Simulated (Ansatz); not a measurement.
A run for Ansatz (a program for electronic structure): R-BHLYP/def2-TZVPP on ClK (SMILES [Cl][K]).

Ansatz 0.2 input:
```yaml
crystal:
  periodic: [false, false, false]
  atoms:
    - {symbol: K, position_ang: [-1.35064578, 0.00000000, 0.00000000]}
    - {symbol: Cl, position_ang: [1.35064578, -0.00000000, -0.00000000]}
basis:
  gaussian:
    orbitals: def2-TZVPP
hamiltonian:
  xc: {name: BHLYP}
scf: {lower_state_search: off}
```

The log:

```
WARN ansatz: RAYON_NUM_THREADS=4 ignored (pool sized by the plan → 4); use --threads N
Functional definition: BHLYP
these checks for a lower state are left out or cut short: stability, starts, cluster_reference, orbital_swaps, neighbouring_geometries, increment
integrals: 0.02 GiB planned
712 factors; their error is unknown
mean field: 0.24 GiB planned
mean field evaluation 1: about -28848.4704 eV, gradient 2.2e1 eV
mean field evaluation 2: about -28848.9654 eV, gradient 2.1e1 eV
mean field evaluation 4: about -28849.9386 eV, gradient 2.5e-1 eV
mean field evaluation 8: about -28850.2007 eV, gradient 8.9e-3 eV
mean field -28850.20068070 eV, -1060.2253196474 hartree, gradient 5.8e-6 eV, S^2 0.000000; 0 other end points of the search recorded, 0 dependent functions left out
reference -28850.20086518 eV, -1060.2253264270 hartree; 18, 18 occupied and 57, 57 virtual orbitals, 712 factors
Total energy: -28850.20086518 eV, -1060.2253264270 hartree
Checks for a lower state left out: stability, starts, cluster_reference, orbital_swaps, neighbouring_geometries, increment
```

The calculation finished and met its thresholds.

Cost: roughly 0.9 core-seconds.
